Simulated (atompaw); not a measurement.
# An all-electron radial function and its pseudo partner (chromium (Cr))

Columns: radius, all-electron u(r) and pseudo u(r) of the 4s shell (level -3.56 eV) of chromium in the configuration [Ar] 3d6 4s0 4p0; PBE, scalar-relativistic, PAW (atompaw) scheme, atompaw 4.2.0.5.

```json
{"r (bohr)": "0.115", "all-electron": "0.0657", "pseudo": "0.0248"}
{"r (bohr)": "0.231", "all-electron": "0.1294", "pseudo": "0.0499"}
{"r (bohr)": "0.346", "all-electron": "0.0069", "pseudo": "0.0750"}
{"r (bohr)": "0.462", "all-electron": "-0.1319", "pseudo": "0.1007"}
{"r (bohr)": "0.577", "all-electron": "-0.2140", "pseudo": "0.1267"}
{"r (bohr)": "0.692", "all-electron": "-0.2329", "pseudo": "0.1531"}
{"r (bohr)": "0.808", "all-electron": "-0.2024", "pseudo": "0.1804"}
{"r (bohr)": "0.923", "all-electron": "-0.1410", "pseudo": "0.2081"}
{"r (bohr)": "1.038", "all-electron": "-0.0637", "pseudo": "0.2364"}
{"r (bohr)": "1.154", "all-electron": "0.0199", "pseudo": "0.2654"}
{"r (bohr)": "1.269", "all-electron": "0.1018", "pseudo": "0.2946"}
{"r (bohr)": "1.385", "all-electron": "0.1794", "pseudo": "0.3243"}
{"r (bohr)": "1.500", "all-electron": "0.2494", "pseudo": "0.3537"}
{"r (bohr)": "1.615", "all-electron": "0.3114", "pseudo": "0.3828"}
{"r (bohr)": "1.731", "all-electron": "0.3659", "pseudo": "0.4115"}
{"r (bohr)": "1.846", "all-electron": "0.4120", "pseudo": "0.4389"}
{"r (bohr)": "1.962", "all-electron": "0.4510", "pseudo": "0.4649"}
{"r (bohr)": "2.077", "all-electron": "0.4828", "pseudo": "0.4885"}
{"r (bohr)": "2.192", "all-electron": "0.5085", "pseudo": "0.5096"}
{"r (bohr)": "2.308", "all-electron": "0.5287", "pseudo": "0.5278"}
{"r (bohr)": "2.423", "all-electron": "0.5437", "pseudo": "0.5424"}
{"r (bohr)": "2.538", "all-electron": "0.5543", "pseudo": "0.5533"}
{"r (bohr)": "2.654", "all-electron": "0.5611", "pseudo": "0.5606"}
{"r (bohr)": "2.769", "all-electron": "0.5643", "pseudo": "0.5641"}
{"r (bohr)": "2.885", "all-electron": "0.5645", "pseudo": "0.5645"}
{"r (bohr)": "3.000", "all-electron": "0.5620", "pseudo": "0.5620"}
```

**Question.** How many radial nodes do the two functions have?

**Answer.** The all-electron 4s function has n − l − 1 = 3 (the table is too coarse to show those close to the nucleus); the pseudo-wave has 0, since the states of the same l below it are removed with the core.

**Question.** Is the pseudo-wave norm-conserving?

**Answer.** No, it belongs to a PAW set: the norm inside the radius is not constrained, and the difference is carried by the augmentation charge.
